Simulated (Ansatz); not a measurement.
A nudged elastic band was laid between two geometries of BClFH2N + H4OSi (12 atoms, charge 0, multiplicity 1).

All numbers below come from RKS PBE0-D4/def2-SVP (Ansatz).

```
movable images  : 5
climbing image  : yes
spring          : 5.0 eV/Å²
optimiser       : quadratic models (default)
start path      : through a guess of the saddle point
force threshold : 0.05 eV/Å
iteration limit : 60
end points      : relaxed
```

First end point:

```xyz
12
Properties=species:S:1:pos:R:3
B 0.187 -0.403 -0.354
F -0.029 -0.799 0.907
N 1.478 -0.209 -0.823
H 2.280 -0.263 -0.210
H 1.673 0.113 -1.760
Cl -1.218 -0.246 -1.423
O -0.390 1.940 1.059
Si -1.761 2.807 0.659
H -2.958 1.923 0.528
H -2.060 3.845 1.696
H -1.472 3.489 -0.633
H -0.501 1.197 1.662
```

Last end point:

```xyz
12
Properties=species:S:1:pos:R:3
B -0.130 0.574 -0.713
F 1.174 0.578 2.128
N 0.959 -0.274 -0.584
H 1.310 -0.846 -1.337
H 1.448 -0.336 0.305
Cl -1.016 0.716 -2.257
O -0.559 1.335 0.356
Si -1.848 2.438 0.409
H -3.133 1.737 0.140
H -1.825 2.968 1.798
H -1.622 3.535 -0.571
H 0.473 0.968 1.633
```

Problem. Which bonds break or form, and what moves?

Solution. Bonds broken: B1–F2, O7–H12. Bonds formed: B1–O7, F2–H12. BClFH2N + H4OSi becomes BClH5NOSi + FH.

Problem. Give the energies along the band, and the barrier.

Solution. The run converged. The highest image is number 3 of 0 to 6, 1.01 eV above the first end and 1.11 eV above the last; the last end lies 0.10 eV below the first. A vibrational analysis at the climbing image gives one clearly imaginary mode, 980i cm⁻¹: a first-order saddle point. The orbitals stay closed-shell, which can raise the energy where a bond breaks towards radicals; this wasn't checked here.

```csv
image,path coordinate (Å),energy (eV),B1–F2 (Å),O7–H12 (Å),B1–O7 (Å)
0,0.00,0.00,1.34,0.96,2.80
1,1.38,0.14,1.34,0.96,2.25
2,2.77,0.37,1.37,0.97,1.63
3,4.15,1.01,1.67,1.18,1.52
4,5.61,0.07,2.92,1.73,1.38
5,7.07,-0.01,3.08,1.69,1.38
6,8.52,-0.10,3.13,1.68,1.38
```

Problem. What is the geometry of the highest image?

Solution. 
```xyz
12
Properties=species:S:1:pos:R:3
B 0.008 0.267 -0.092
F -0.016 -0.538 1.374
N 1.282 0.387 -0.699
H 1.578 -0.304 -1.374
H 2.049 0.787 -0.174
Cl -1.330 -0.440 -1.085
O -0.428 1.451 0.748
Si -1.653 2.566 0.338
H -2.995 1.960 0.546
H -1.462 3.716 1.261
H -1.433 2.967 -1.074
H -0.368 0.574 1.540
```

Problem. What are the harmonic wavenumbers there?

Solution. 980i, 75, 120, 132, 219, 281, 321, 384, 413, 436, 550, 570, 690, 706, 792, 896, 934, 952, 959, 1011, 1053, 1123, 1316, 1578, 2024, 2272, 2279, 2297, 3638, 3747 cm⁻¹.

Run time: 4.8 min on 4 threads of Arm Neoverse V2, with other jobs on the host, peak memory 0.31 GiB.
